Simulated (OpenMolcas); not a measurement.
# Ru2+: moving or changing the point charges

Ru2+ among 6 point charges of -1.7 e arranged as an octahedron (Oh), 2.11 Å from the ion.
```
   2.1100    0.0000    0.0000  -1.70
   0.0000    2.1100    0.0000  -1.70
  -2.1100    0.0000    0.0000  -1.70
   0.0000   -2.1100    0.0000  -1.70
   0.0000    0.0000    2.1100  -1.70
   0.0000    0.0000   -2.1100  -1.70
```

| Quantity | Value |
| --- | --- |
| Program | OpenMolcas |
| Method | CASSCF |
| Basis | ANO-RCC-VDZP [6s5p3d1f] |
| Scalar Hamiltonian | DKH2, point nucleus |
| Active space | 6 electrons in 5 orbitals (4d) |
| State averaging | 2S+1 = 5 even, 5 roots; 2S+1 = 3 even, 45 roots; 2S+1 = 1 even, 50 roots |
| Spin-orbit coupling | state interaction with AMFI integrals over the reference wave functions |

Runs around this geometry, states (labels of O, the rotations of Oh). Energies in cm-1 above the lowest state or level, χT in cm3 K/mol; under a threefold ground state the first gap can be a small split of the lowest multiplet, not the spin-orbit step.

| R (Å) | q (e) | Ground state | First state of that spin | First gap with spin-orbit (degeneracies) | χT at 300 K | First state of another spin |
| --- | --- | --- | --- | --- | --- | --- |
| 2.11 | -0.85 | 5T2 | 5E 5049 | 377.3 (3, 2) | 4.500 | 3T1 14177 |
| 2.11 | -1.7 | 5T2 | 5E 10141 | 376.9 (3, 2) | 4.301 | 3T1 10399 |
| 2.27 | -1.7 | 5T2 | 5E 7392 | 387.6 (3, 2) | 4.377 | 3T1 12546 |

Taking the first state of the same spin as R^-n, n = -ln(7392 / 10141) / ln(2.27 / 2.11) = 4.3 between the shortest and longest distance.

Scaling the charges by -0.85 / -1.7 = 0.50 scales the first state of the same spin by 5049 / 10141 = 0.50; with fixed orbitals a first-order splitting would follow the charge.

An orbital triplet at a regular site is open to Jahn-Teller coupling, which can distort the site and quench the lowest spin-orbit gaps and is left out. Without dynamic correlation the repulsion within the d shell is too large (B by tens of per cent), so at a given field states of lower spin stand too high. Point charges give a weaker field than real ligands, and real ions of this kind are as a rule low spin; the high spin found here belongs to the model. This is an electrostatic model: the charges have no orbitals. No measured value stands beside these numbers.
